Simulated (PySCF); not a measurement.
A GIAO shielding run with PySCF (density fitting, non-relativistic, gas phase) on `InChI=1S/C5H11NOSi2/c1-3-8-4-5-9(6-2)7-8/h1,6,8-9H,4-5H2,2H3/t8-,9+/m1/s1`:

```
$ OMP_NUM_THREADS=1 python probes_run.py task.json out

{"job": {"kind": "nmr", "xc": "PBE0", "basis": "pcSseg-1"}, "charge": 0, "multiplicity": 1}
C      4.458941     1.430244    -0.072180
C      3.409084     0.860058     0.160693
Si     1.854552    -0.052468     0.496820
C      1.290746    -1.105378    -0.969205
C     -0.256315    -1.083527    -0.975539
Si    -0.780961     0.603217    -0.293748
N     -2.131568     0.509882     0.772859
C     -3.452008     0.072355     0.393499
O      0.562925     1.005089     0.629531
H      5.381719     1.943981    -0.276694
H      2.039193    -0.809339     1.767297
H      1.685299    -0.620698    -1.878955
H      1.699318    -2.128471    -0.961290
H     -0.653021    -1.842944    -0.279305
H     -0.662445    -1.320302    -1.971960
H     -0.934466     1.621798    -1.382274
H     -2.108016     1.129526     1.575937
H     -4.096921     0.872018    -0.021050
H     -3.987034    -0.375171     1.247770
H     -3.382979    -0.714446    -0.375687
```

Hardware: 1 thread of an Intel Xeon Platinum 8488C, shared host. The job also computes population analyses, field gradients, ring-centre shieldings.

**Question.** How large is the calculation?

**Answer.** 84 electrons, 222 basis functions and 1192 auxiliary functions.

**Question.** How long does it take, and how much memory does it need?

**Answer.** 42 s of wall time, with 15 SCF cycles and 5 response iterations; peak memory 0.98 GiB. Times on a shared host scatter by some tens of per cent.

**Question.** And these other runs on the same molecule and hardware: GIAO shielding at wB97X-D/pcSseg-1?

**Answer.** wB97X-D/pcSseg-1: 222 functions, 51 s.
